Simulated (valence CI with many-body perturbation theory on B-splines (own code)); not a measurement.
**In XXVIII: key properties**

Method: relativistic CI+MBPT: four valence electrons over a frozen Dirac-Fock core [Ar], radial functions for each j: 7 s, 7 p, 8 d, 6 f, 4 g, 1 h, with the one-electron correlation potential Σ1, the two-electron term Σ2, the three-electron term Σ3, Breit, model QED; selected CI, second order for the rest, scaled by the run's own slope (own B-spline code, finite nucleus).

The last digits are not significant, and no measured levels were compared; by estimate large intervals hold to a few tenths of a per cent, small ones and those within an open d or f shell to about a per cent. Only levels of the ground parity were solved; by the run's estimate the other parity begins above the list, which can be wrong where configurations are misplaced.

Levels are named by their leading jj configuration (3d3/2^4 stands for four electrons in 3d with j = 3/2), which in mixed levels can hold well under half, so a name can repeat and another be missing.

Rates and lifetimes use the calculated energies. Strong lines usually hold to 10 to 20 %, long lifetimes can be off by a factor of two.

Question: What is the ground level?

Answer: (3d3/2^4) J=0, composition 53 % 3d4 5D + 41 % 3d4 3P + 5 % 3d4 1S.

Question: How well does LS coupling describe the low levels?

Answer: Among the lowest 20 levels the leading LS term, summed over configurations, holds 60 % on average. For single configurations the figures are 60 % in LS and 73 % in jj coupling. Terms mix most in the J = 2 level at 247660 cm⁻¹, where the leading one holds 36 %.

Question: What is the ionisation energy?

Answer: 1496.8 eV; NIST lists 1496 ± 4 eV (theoretical).
